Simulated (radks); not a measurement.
Results of a calculation; reference values are marked as such.
Coulomb parameter of the 4d shell of the molybdenum ion Mo2+ in the model configuration [Kr] 4d3 5s1, as a second difference U = [E(n + 0.5) + E(n - 0.5) - 2 E(n)] / (0.5)^2 with all orbitals relaxed. "Bare": the charge of the atom changes with n. "Screened": the 5s shell takes up the change at fixed total charge, which measures U(4d,4d) + U(5s,5s) - 2 U(4d,5s). Level of theory: scalar-relativistic Kohn-Sham, PBE, spin-unpolarised, spherical densities, finite nucleus; Fermi nuclear charge, rms radius 4.4091 fm (a radial shooting solver on a logarithmic mesh with Libxc functionals).

| case | configuration | E - E(n) (eV) |
|---|---|---|
| start | [Kr] 4d3 5s1 | 0.000 |
| bare +0.5 | [Kr] 4d3.5 5s1 | -10.440 |
| bare -0.5 | [Kr] 4d2.5 5s1 | 13.391 |
| screened +0.5 | [Kr] 4d3.5 5s0.5 | -2.102 |
| screened -0.5 | [Kr] 4d2.5 5s1.5 | 2.481 |

U(bare) = 11.802 eV, U(screened by 5s) = 1.516 eV, against the Slater integral F0(4d,4d) = 14.879 eV with frozen orbitals.
